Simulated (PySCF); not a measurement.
**Electron correlation in Pt⁻ (platinum, charge -1)**

[Xe] 4f14 5d9 6s2, 2D determinant. Calculation: PySCF 2.14, in aug-cc-pVDZ-PP with ECP60MDF (5s5p4d2f, 54 functions); scalar relativity through the core potential. Frozen: 5s2 5p6; 11 electrons correlated.

```json
{"level": "CCSD", "correlation energy (mhartree)": "-305.47"}
{"level": "(T)", "correlation energy (mhartree)": "-13.07"}
{"level": "CCSD(T)", "correlation energy (mhartree)": "-318.54"}
```

Diagnostics: T1 = 0.045, D1 = 0.1755, largest double amplitude 0.061.

Spin-orbit coupling, absent here, splits the open shell strongly. T1 exceeds 0.03, a sign that the reference determinant is poor.

Cost of the coupled-cluster step: about 8 core-seconds, for 11 correlated electrons.

Iterations:

```
CC2 = 0
CCSD nocc = (np.int64(6), np.int64(5)), nmo = (50, 50)
frozen orbitals [[0, 1, 2, 3], [0, 1, 2, 3]]
max_cycle = 100
direct = 0
conv_tol = 1e-08
conv_tol_normt = 1e-06
diis_space = 8
diis_start_cycle = 0
Init t2, MP2 energy = -0.318117373676358
Init E_corr(UCCSD) = -0.318117373678667
cycle = 1  E_corr(UCCSD) = -0.2908689012  dE = 0.0272484725  norm(t1,t2) = 0.138217
cycle = 2  E_corr(UCCSD) = -0.302857452501575  dE = -0.0119885513  norm(t1,t2) = 0.0447816
cycle = 3  E_corr(UCCSD) = -0.302978519864322  dE = -0.000121067363  norm(t1,t2) = 0.0296967
cycle = 4  E_corr(UCCSD) = -0.305450328470561  dE = -0.00247180861  norm(t1,t2) = 0.0137401
cycle = 5  E_corr(UCCSD) = -0.305535290010341  dE = -8.49615398e-05  norm(t1,t2) = 0.00271997
cycle = 6  E_corr(UCCSD) = -0.30546158550717  dE = 7.37045032e-05  norm(t1,t2) = 0.00129413
cycle = 7  E_corr(UCCSD) = -0.305453147208147  dE = 8.43829902e-06  norm(t1,t2) = 0.000599311
cycle = 8  E_corr(UCCSD) = -0.305466114706856  dE = -1.29674987e-05  norm(t1,t2) = 0.000332976
cycle = 9  E_corr(UCCSD) = -0.305470825039486  dE = -4.71033263e-06  norm(t1,t2) = 0.000133146
cycle = 10  E_corr(UCCSD) = -0.305469434898922  dE = 1.39014056e-06  norm(t1,t2) = 6.09029e-05
cycle = 11  E_corr(UCCSD) = -0.305469695592441  dE = -2.60693519e-07  norm(t1,t2) = 3.32898e-05
cycle = 12  E_corr(UCCSD) = -0.305469890175871  dE = -1.94583431e-07  norm(t1,t2) = 1.36147e-05
cycle = 13  E_corr(UCCSD) = -0.305469737763537  dE = 1.52412334e-07  norm(t1,t2) = 6.97113e-06
cycle = 14  E_corr(UCCSD) = -0.305469693442481  dE = 4.43210562e-08  norm(t1,t2) = 2.82367e-06
cycle = 15  E_corr(UCCSD) = -0.305469655668212  dE = 3.77742684e-08  norm(t1,t2) = 1.21e-06
cycle = 16  E_corr(UCCSD) = -0.305469632364001  dE = 2.33042119e-08  norm(t1,t2) = 6.72284e-07
cycle = 17  E_corr(UCCSD) = -0.305469635905658  dE = -3.54165719e-09  norm(t1,t2) = 3.76866e-07
UCCSD converged
E(UCCSD) = -118.8336181934332  E_corr = -0.3054696359056577
UCCSD(T) correction = -0.0130688169890863
```
